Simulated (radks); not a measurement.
Q: The table gives one normalised radial function P(r) = r R(r) of He+ in 2s1 (r in bohr). All-electron calculation, non-relativistic Kohn-Sham, PBEsol, spin-polarised, spherical densities, point nucleus; open shells are filled with parallel spins first. Program: a radial shooting solver on a logarithmic mesh with Libxc functionals.

r         P
0.02504  0.0007
0.02757  0.0008
0.03035  0.0010
0.0334   0.0012
0.03648  0.0014
0.04015  0.0017
0.0442   0.0020
0.04865  0.0024
0.05355  0.0029
0.05895  0.0035
0.06437  0.0042
0.07085  0.0050
0.07799  0.0060
0.08585  0.0072
0.0945   0.0087
0.104    0.0104
0.1136   0.0123
0.125    0.0147
0.1376   0.0176
0.1515   0.0211
0.1668   0.0251
0.1836   0.0299
0.2021   0.0355
0.2207   0.0415
0.2429   0.0492
0.2674   0.0581
0.2943   0.0684
0.324    0.0803
0.3566   0.0940
0.3894   0.1083
0.4286   0.1260
0.4718   0.1459
0.5194   0.1682
0.5717   0.1930
0.6293   0.2204
0.6872   0.2477
0.7564   0.2797
0.8327   0.3136
0.9166   0.3494
1.009    0.3870
1.111    0.4259
1.213    0.4615
1.335    0.4997
1.469    0.5372
1.617    0.5710
1.78     0.5966
1.96     0.6129
2.157    0.6189
2.356    0.6138
2.593    0.5951
2.854    0.5620
3.142    0.5153
3.459    0.4573
3.807    0.3920
4.157    0.3297
4.576    0.2633
5.037    0.2023
5.545    0.1489
6.104    0.1046
6.719    0.0697
7.337    0.0456
8.076    0.0270
8.89     0.0149
9.785    0.0076

Which n and l does it have? It may be an empty orbital.

A: n = 2, l = 1: the number of nodes gives n - l - 1 = 0, the rise at small r (about r^(l+1)) gives l, and the extent must fit the shell. The curve is that of 2p up; the table hardly tells the two spins apart. 2p up (empty): eigenvalue -10.299 eV, 0 radial nodes, <r> = 2.61 bohr, 90 % of the charge inside 4.11 bohr.
